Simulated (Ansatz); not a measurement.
`C[CH](C)[Mg][NH2]` and `C[CH](C)[Cd][NH2]` differ in one element.

Ansatz, PBE0-D4/def2-TZVP geometries, multiplicity 1. Each molecule was computed in one conformer, which needn't be the lowest.

Elements past krypton have def2 core potentials.

```
                                        property  `C[CH](C)[Mg][NH2]`
              HOMO energy (PBE0/def2-TZVPP) / eV                -6.14
               HOMO energy (PBE/def2-TZVPP) / eV                -4.79
           HOMO energy (ωB97M-V/def2-TZVPP) / eV                -8.35
             HOMO–LUMO gap (PBE/def2-TZVPP) / eV                 3.44
  size of the dipole moment (PBE/def2-TZVPP) / D                 0.34
size of the dipole moment (B3LYP/def2-TZVPP) / D                 0.38
```

(1) What does the change do to each property? (Estimate.)

Answers

(1) Ansatz gave: 
```
                                        property  `C[CH](C)[Cd][NH2]`  shift
              HOMO energy (PBE0/def2-TZVPP) / eV                -6.31  -0.17
               HOMO energy (PBE/def2-TZVPP) / eV                -5.07  -0.28
           HOMO energy (ωB97M-V/def2-TZVPP) / eV                -8.56  -0.21
             HOMO–LUMO gap (PBE/def2-TZVPP) / eV                 4.09   0.65
  size of the dipole moment (PBE/def2-TZVPP) / D                 1.26   0.92
size of the dipole moment (B3LYP/def2-TZVPP) / D                 1.37   0.99
```

With PBE0 the HOMO falls by 0.17 eV and the LUMO rises by 0.48 eV, so the gap widens by about 0.65 eV. PBE moves the HOMO by -0.28 eV and ωB97M-V by -0.21 eV. Dipoles are sizes alone; their direction can turn.

B3LYP here is the variant with VWN-RPA as its local correlation; programs differ in this.
